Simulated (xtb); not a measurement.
F₂Ge, charge -1, sextet, geometry from GFN2-xTB of the parent state (a state made from the parent by changing its charge; the spin is typed, not shown lowest).

xtb was given this input:
```
$ xtb mol.xyz --gfn 1 --chrg -1 --uhf 5 --json

# file mol.xyz
3

Ge     0.01273408    -0.00945855     0.40380931
F      0.85130033     1.56847282    -0.70909783
F     -0.89657706    -1.53484242    -0.72666861
```

Q: Give the total energy at the level GFN1-xTB (xtb).

A: -319.0880 eV

Q: Give the partial charges in atom order at the level GFN1-xTB.

A: Ge1 -0.82, F2 -0.09, F3 -0.09
